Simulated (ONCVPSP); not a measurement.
Configuration tests for Cr (ONCV)

- Element: Cr
- Generator: ONCVPSP 4.0.1
- Type: optimised norm-conserving Vanderbilt (ONCV)
- Functional: PBE
- Relativity: scalar-relativistic
- Frozen core: [Ne]
- Valence charge: 14
- Reference configuration: 3s2 3p6 3d5 4s1
- Partial waves: 3s+4s: rc 1.55 bohr, ncon 4, nbas 8, qcut 8 1/bohr, 3 projectors, debl 3.9 Ha; 3p: rc 1.45 bohr, ncon 3, nbas 6, qcut 10.3 1/bohr, 1 projector; 3d: rc 1.05 bohr, ncon 4, nbas 6, qcut 10.8 1/bohr, local
- Local potential: the d channel
- Core correction: none

Energies are relative to the spin-unpolarised reference configuration 3s2 3p6 3d5 4s1; without spin polarisation the order of configurations can differ from experiment. Not all tests gave a result: 1 of 4 tests not solved or not reliable.

| valence configuration | charge | ΔE all-electron (eV) | error AE − PS (meV) |
| --- | --- | --- | --- |
| 3s2 3p6 3d5 4s0 | +1 | 6.902 | +0.8 |
| 3s2 3p6 3d4 4s0 | +2 | 22.954 | -2.1 |
| 3s2 3p6 3d5 4s0 4p1 | 0 | 3.122 | -0.2 |
